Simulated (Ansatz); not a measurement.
`[H]/C=C/c1ccc(/C=C/c2ccc(/C=C/c3ccc(/C=C/c4ccc(/C=C/c5ccccc5)cc4)cc3)cc2)cc1`, 72 atoms. Hardware: 2 threads of AMD EPYC 7R13 on a shared host and a share (18 GiB) of an NVIDIA H100 80GB HBM3.

Single mean-field runs in def2-SVP are fitted with def2-universal-jkfit.

(1) How many basis functions does each of these Ansatz runs have, and roughly what does it cost? PBE-D4/def2-SVP, charge 1 doublet at the geometry of the charge 0 singlet, energy, from earlier orbitals; PBE0-D4/def2-SVP, charge -1 doublet at the geometry of the charge 0 singlet, energy; PBE0-D4/def2-SVP, charge 0 singlet, energy and forces, from earlier orbitals; PBE-D4/def2-SVP, charge 0 singlet, relaxation, 11 steps; PBE0-D4/def2-SVP, charge 0 triplet at the geometry of the charge 0 singlet, energy; PBE-D4/def2-SVP, charge -1 doublet at the geometry of the charge 0 singlet, energy, from earlier orbitals; PBE-D4/def2-SVP, charge 0 triplet at the geometry of the charge 0 singlet, energy, from earlier orbitals; PBE-D4/def2-SVP, charge 0 singlet, energy and forces, from earlier orbitals; PBE0-D4/def2-SVP, charge 1 doublet at the geometry of the charge 0 singlet, energy; r2SCAN-D4/def2-SVP, charge 0 singlet, energy, from earlier orbitals.

Answers

(1) Other jobs shared the machine, so times can vary by a factor of up to 3. A dash marks memory too small to be measured apart from the calling script's.

```tsv
run	functions	fitting or Cholesky vectors	wall time	peak host memory (GiB)
PBE-D4/def2-SVP, charge 1 doublet at the geometry of the charge 0 singlet, energy, from earlier orbitals	720	3576	8.1 s	1.3
r2SCAN-D4/def2-SVP, charge 0 singlet, energy, from earlier orbitals	720	3576	8.5 s	1.2
PBE-D4/def2-SVP, charge 0 singlet, energy and forces, from earlier orbitals	720	3576	9.1 s	–
PBE-D4/def2-SVP, charge 0 triplet at the geometry of the charge 0 singlet, energy, from earlier orbitals	720	3576	9.5 s	1.3
PBE0-D4/def2-SVP, charge 0 singlet, energy and forces, from earlier orbitals	720	3576	9.5 s	1.8
PBE-D4/def2-SVP, charge -1 doublet at the geometry of the charge 0 singlet, energy, from earlier orbitals	720	3576	10 s	1.3
PBE0-D4/def2-SVP, charge -1 doublet at the geometry of the charge 0 singlet, energy	720	3576	12 s	1.4
PBE0-D4/def2-SVP, charge 1 doublet at the geometry of the charge 0 singlet, energy	720	3576	18 s	1.4
PBE0-D4/def2-SVP, charge 0 triplet at the geometry of the charge 0 singlet, energy	720	3576	34 s	1.5
PBE-D4/def2-SVP, charge 0 singlet, relaxation, 11 steps	720	3576	62 s	1.2
```
